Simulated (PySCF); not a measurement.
Compound: C5H9O3 (doublet state).
Numbering: `[CH3:1][O:2][C@@H:3]1[O:4][CH:5][O:6][C@@H:7]1[CH3:8]` (hydrogens: H9, H10, H11 on C1; H12 on C3; H13 on C5; H14 on C7; H15, H16, H17 on C8)

Geometry (GFN2-xTB, Å), atoms numbered from 1 in this order:
```
atom  x, y, z in Å
C1     2.1944   -0.8583   -0.5237
O2     0.8229   -0.5247   -0.5816
C3     0.4234    0.3806    0.3942
O4     0.4168   -0.2038    1.6779
C5    -0.8873   -0.4665    2.0284
O6    -1.7675    0.0109    1.0990
C7    -1.0499    0.7999    0.1685
C8    -1.5648    0.5632   -1.2408
H9     2.8129    0.0344   -0.6724
H10    2.4488   -1.3167    0.4356
H11    2.3648   -1.5666   -1.3309
H12    1.1120    1.2415    0.4207
H13   -1.0988   -1.4605    2.4007
H14   -1.1679    1.8591    0.4461
H15   -1.4442   -0.4826   -1.5054
H16   -2.6173    0.8275   -1.2836
H17   -1.0053    1.1746   -1.9424
```

The hyperfine couplings belong to this conformer and change with its torsions.

Computed, not measured: UKS B3LYP, pcH-1 on C H O, non-relativistic, mean-field spin-orbit, GIAO (PySCF 2.14.0). The structure is a single GFN2-xTB conformer in the gas phase; no vibrational or solvent corrections. A GFN2-xTB geometry isn't a minimum of the functional, and hyperfine couplings can be far from their values at a DFT geometry. Stability of the SCF solution: not tested.

(1) What is the g tensor, term by term?

(2) What effective moment and Curie constant follow for a powder?

(3) At 9.322 GHz, how far is the centre of the isotropic spectrum from where a free electron (g = 2.002319) resonates?

(4) Average each term over the three axes. Which is largest in size?

(5) In a frozen sample, at which fields do the three g values resonate at 9.5, 34, 94 and 263 GHz (hyperfine left aside), and which band first spreads them over more than twice a line width of 1.0 mT?

## Answers

(1) 
```csv
Δg (ppm),1,2,3
relativistic mass correction,-223,-223,-223
gauge correction,-6,-22,10
orbital Zeeman/spin–orbit,-60,1551,2091
total,-289,1306,1878
```

So g = 2.00203, 2.00363, 2.00420 and g_iso = 2.00328; the tensor is rhombic: the two nearest values differ by 26 % of g3 − g1. 

(2) With the mean of g² = 4.0131 and S(S+1) = 0.75: μ_eff = √(⟨g²⟩S(S+1)) = 1.735 μB and χT = 0.12505·⟨g²⟩·S(S+1) = 0.376 cm³ K/mol (cgs; spin-Hamiltonian part alone).

(3) B = hν/(g μB) with μB/h = 13.99624 MHz/mT gives 332.63 mT for the free electron and 332.47 mT at g_iso, 0.16 mT lower.

(4) The orbital-Zeeman/spin–orbit term 1194, the mass correction -223 and the gauge correction -6 ppm, for a total of 965 ppm. The orbital-Zeeman/spin–orbit term is the largest in size. The mass correction is the same along every axis, so the anisotropy comes from the other two: their spans along these axes are 32 (gauge) and 2150 ppm (orbital Zeeman/spin–orbit).

(5) 
```
band    GHz  B(g3) mT  B(g2) mT  B(g1) mT  spread mT
   X    9.5    338.67    338.76    339.03       0.37
   Q   34.0   1212.07   1212.41   1213.38       1.31
   W   94.0   3351.01   3351.97   3354.64       3.63
   J  263.0   9375.70   9378.38   9385.85      10.14
```

The spread grows in proportion to the frequency. W band is the first where it exceeds 2.0 mT.

The largest Mulliken spin populations are on C5 (+0.81), O6 (+0.09) and O4 (+0.07). C5 is the only atom above +0.15. The angles at C5 add up to 343.8°, so it is pyramidal.

The HOMO–LUMO gaps are 5.47 eV among the α and 7.35 eV among the β orbitals.
